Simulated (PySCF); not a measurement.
# What a mistake does to a calculation on AlH3O2

These are calculations, not measurements. They come from PySCF 2.14.0, an open-source quantum chemistry program, on an isolated molecule that a program drew, which may never have been made. The molecule is AlH3O2 (charge 0, singlet), drawn as the SMILES string `[OH][AlH][OH]`.

Each row is a Hartree-Fock (HF) and frozen-core CCSD(T) single point in the cc-pV(D+d)Z basis, meant for a local HF minimum. Run 1 is clean. Each other run has one planted mistake out of seven kinds, and not every kind appears here: one electron removed, one electron added, multiplicity raised by two, geometry at a saddle point, minimal basis STO-3G, one bond length entered in bohr, all coordinates scaled. The reference is restricted for singlets and unrestricted otherwise, and also for a bond in bohr. Adding or removing an electron swaps singlet and doublet. Electrons count all cores. HOMO and LUMO are orbital energies over both spins, the gradient is its largest component, and the lowest frequency (negative if imaginary) is given only where the gradient is small. Bond lengths are over the 5 bonds as drawn. T1 is the CCSD diagnostic: over 0.02 (restricted) or 0.045 (unrestricted) a single reference is doubtful.

Geometry of the clean run:
```xyz
6
AlH3O2, angstrom
O    -2.0789    0.0783   -1.3579
Al   -1.0197    0.8991   -0.3410
O    -1.5233    1.2476    1.2304
H    -2.9491   -0.2253   -1.1600
H     0.3885    1.3069   -0.8895
H    -1.0609    1.6931    1.9194
```

| run | electrons | basis functions | <S^2> | HOMO (eV) | LUMO (eV) | gradient (hartree/bohr) | lowest frequency (cm^-1) | mean bond (Å) | longest bond (Å) | T1 | HF (hartree) | CCSD(T) (hartree) | mistake |
|---|---|---|---|---|---|---|---|---|---|---|---|---|---|
| 1 | 32 | 66 | 0.000 | -12.43 | 2.73 | 7.3e-06 | 261 | 1.3637 | 1.687 | 0.0141 | -393.51073 | -393.98003 | no fault |
| 2 | 32 | 66 | 0.000 | -12.52 | 2.95 | 5.3e-02 | - | 1.3037 | 1.612 | 0.0127 | -393.49769 | -393.96088 | all coordinates scaled |
| 3 | 31 | 66 | 0.755 | -18.49 | -8.43 | 1.4e-01 | - | 1.3637 | 1.687 | 0.0703 | -393.12215 | -393.55274 | one electron removed |
| 4 | 32 | 22 | 0.000 | -8.45 | 10.36 | 6.8e-02 | - | 1.3637 | 1.687 | 0.0173 | -388.48303 | -388.60594 | minimal basis STO-3G |
| 5 | 32 | 66 | 0.812 | -12.31 | 2.06 | 2.8e-02 | - | 1.5314 | 1.781 | 0.0713 | -393.36849 | -393.82731 | ? |

**Which mistake was planted in run 5, and what did it cost?**

The mean bond changes by a factor of 1.123 and the longest by 1.056, so the molecule wasn't scaled as a whole. A length L in bohr read as angstrom grows by (1/0.5292 - 1) L = 0.890 L. The 5 bonds together grew by 5 x 0.1677 = 0.839 Å, which gives L = 0.942 Å. That is the length of one of the H-O bonds, 0.943 Å in the clean geometry. So the mistake is: one bond length entered in bohr. Subtracting run 1 and multiplying by 627.51 kcal/mol a hartree, the energy moved by 89.3 kcal/mol in HF and 95.8 kcal/mol in CCSD(T).

Cautions from the logs. Run 3: T1 is over the limit, so its CCSD(T) energy is less reliable; run 5: T1 is over the limit, so its CCSD(T) energy is less reliable.
